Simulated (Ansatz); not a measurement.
`N#Cc1ccccc1-c1ccccc1C#N` was relaxed with PBE-D4 (def2-SVP) in Ansatz in these states: charge +1 doublet, neutral singlet. The geometries follow in no particular order.

A:

```xyz
24

N     2.2839   -0.8547   -2.5054
C     1.3410   -0.2376   -2.1752
C     0.1879    0.5296   -1.8005
C    -0.4655    1.2952   -2.7934
C    -1.6108    2.0316   -2.4762
C    -2.1109    2.0116   -1.1650
C    -1.4681    1.2557   -0.1764
C    -0.3122    0.5045   -0.4659
C     0.3658   -0.2792    0.5978
C     1.7420   -0.1095    0.8463
C     2.3931   -0.8305    1.8554
C     1.6789   -1.7468    2.6427
C     0.3125   -1.9385    2.4171
C    -0.3515   -1.2125    1.4017
C    -1.7472   -1.4625    1.1815
N    -2.8896   -1.6822    1.0219
H    -0.0663    1.2889   -3.8175
H    -2.1139    2.6236   -3.2549
H    -3.0099    2.5906   -0.9064
H    -1.8615    1.2545    0.8501
H     2.3073    0.6149    0.2429
H     3.4679   -0.6715    2.0282
H     2.1875   -2.3149    3.4354
H    -0.2605   -2.6605    3.0159
```

B:

Cartesian coordinates in Å:
```
N -1.5180 1.5391 -2.7933
C -0.9668 0.6038 -2.3406
C -0.2847 -0.5361 -1.8179
C 0.0716 -1.5706 -2.6966
C 0.8137 -2.6682 -2.2258
C 1.2168 -2.7376 -0.8702
C 0.8979 -1.7090 0.0089
C 0.1279 -0.5870 -0.4220
C -0.2506 0.4596 0.5147
C -1.5645 1.0170 0.4948
C -1.9473 1.9793 1.4222
C -1.0207 2.4532 2.3823
C 0.2900 1.9460 2.4233
C 0.6868 0.9535 1.5141
C 2.0456 0.5160 1.5254
N 3.1721 0.1778 1.5434
H -0.2164 -1.5043 -3.7553
H 1.0838 -3.4786 -2.9198
H 1.7715 -3.6160 -0.5085
H 1.1836 -1.7952 1.0658
H -2.3051 0.6310 -0.2183
H -2.9780 2.3637 1.4200
H -1.3259 3.2275 3.1026
H 1.0166 2.3350 3.1507
```

Task: Judge from the bond lengths which geometry belongs to which state (an estimate).

Result: A is the neutral singlet (C9–C14 1.425 Å, C3–C8 1.425 Å, C8–C9 1.485 Å); B is the charge +1 doublet (C9–C14 1.457 Å, C3–C8 1.456 Å, C8–C9 1.455 Å).
